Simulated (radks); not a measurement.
Effect of the nuclear size on the scandium ion Sc+, [Ar] 3d1 4s1. Method: Dirac Kohn-Sham, PBE, spin-unpolarised, spherical densities, finite nucleus; open shells fill j = l - 1/2 first; Fermi nuclear charge, rms radius 3.5459 fm; computed with a radial shooting solver on a logarithmic mesh with Libxc functionals. The rms radius is varied about that value; shifts are against it.

\begin{tabular}{lrrrrrr}
rms radius (fm) & total energy shift (eV) & density at nucleus (e/bohr^3) & 1s1/2 shift (meV) & 2s1/2 shift (meV) & 2p1/2 shift (meV) & 3s1/2 shift (meV) \\ \hline
3.0069 & -0.0109 & 7294 & -4.61 & -0.375 & 0.054 & -0.047 \\
3.2658 & -0.00589 & 7277 & -2.49 & -0.203 & 0.029 & -0.026 \\
3.5459 & 0 & 7260 & 0.000 & 0.000 & 0.000 & 0.000 \\
3.7941 & 0.00561 & 7246 & 2.37 & 0.193 & -0.028 & 0.024 \\
4.1203 & 0.0136 & 7230 & 5.72 & 0.466 & -0.066 & 0.059 \\
\end{tabular}

Slopes of the eigenvalues against <r^2> in GHz/fm^2, as finite differences over the two radii next to the reference (eigenvalue slopes, not the field-shift constants of lines): 1s1/2 315, 2s1/2 25.6, 2p1/2 -3.66, 3s1/2 3.24.
